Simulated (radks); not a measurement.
Species: neutral copper. Configuration: [Ar] 3d10 4s1. All-electron calculation, Dirac Kohn-Sham, BLYP, spin-unpolarised, spherical densities, finite nucleus; Fermi nuclear charge, rms radius 3.8823 fm. Program: a radial shooting solver on a logarithmic mesh with Libxc functionals.

Spin-orbit splittings of the eigenvalues, e(l+1/2) - e(l-1/2), with zeta = 2 splitting/(2l+1) and mean radii in bohr:

shell  occ.  splitting (eV)  zeta (eV)  <r> j=l-1/2  <r> j=l+1/2
2p        6           20.52      13.68       0.2041       0.2074
3p        6               ?          ?       0.7420       0.7529
3d       10          0.2705     0.1082        1.042        1.055

Estimate the 3p splitting.

Answer. 2.591 eV (zeta = 1.727 eV).
